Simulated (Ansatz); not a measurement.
Consider the formal exchange of groups at the Si–O bond: `O[SiH2]OC[SiH3]` + BH₃ → `B[SiH2]OC[SiH3]` + H₂O.

Isolated molecules relaxed with PBE0-D4/def2-TZVP in Ansatz; ΔE leaves out vibrations. CBS: MP2 limit from def2 TZ/QZ plus the TZ coupled-cluster correction, frozen cores. This one scheme is used for every species. DFT in def2-TZVPP. One conformer a species, not always the lowest.

CCSD(T)/CBS gives +123.2 kJ/mol.

Another level gave +131.1 kJ/mol. Which?
A. CCSD(T)/def2-TZVPP
B. HF/def2-TZVPP
C. PBE0/def2-TZVPP
D. B2PLYP/def2-TZVPP

D. B2PLYP 131.1, CCSD(T)/def2-TZVPP 125.0, PBE0 113.0, HF/def2-TZVPP 146.4 kJ/mol.

Largest T1 diagnostic among the species: 0.012.

From PBE to PBE0 (25 % exact exchange), in def2-TZVPP and without D4, ΔE moves by +6.9 kJ/mol. In def2-TZVPP, CCSD(T) changes the Hartree–Fock value by −21.4 kJ/mol (the triples alone add −1.9 kJ/mol) and MP2 by −13.1 kJ/mol.
